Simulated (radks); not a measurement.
Question: Co, 27 electrons, occupied as [Ar] 3d7 4s2. Calculated with a radial shooting solver on a logarithmic mesh with Libxc functionals: scalar-relativistic Kohn-Sham, LDA (Slater exchange, Perdew-Wang correlation), spin-polarised, spherical densities, finite nucleus; open shells are filled with parallel spins first; Fermi nuclear charge, rms radius 3.7875 fm; hard spherical wall at 15 bohr. Some entries of the table are withheld. Estimate them.

orbital,occ.,eigenvalue (hartree),<r^2> (bohr^2),<1/r> (bohr^-1)
1s up,1,-278.4265,0.004260,26.99
1s down,1,-278.4257,0.004260,26.99
2s up,1,-32.98395,0.07746,5.798
2s down,1,-32.92390,0.07730,5.804
2p up,3,-28.28685,0.06240,5.698
2p down,3,-28.24054,0.06222,5.703
3s up,1,-3.79169,0.6930,1.835
3s down,1,-3.67413,0.6977,1.829
3p up,3,-2.45447,0.7857,1.693
3p down,3,-2.34006,0.7952,1.684
3d up,5,-0.35291,1.476,1.301
3d down,2,-0.25245,1.711,1.257
4s up,1,-0.21767,9.275,0.4639
4s down,1,-0.19787,10.07,0.4436
4p up,0,-0.05434,(1),0.3148
4p down,0,-0.04747,(2),0.2972
5s up,0,0.01084,71.47,0.1561
5s down,0,0.01273,73.02,0.1554
4d up,0,0.04792,76.48,0.1369
4d down,0,0.04810,77.07,0.1380

Answer: 
(1) 4p up <r^2> (bohr^2): 20.50
(2) 4p down <r^2> (bohr^2): 22.59
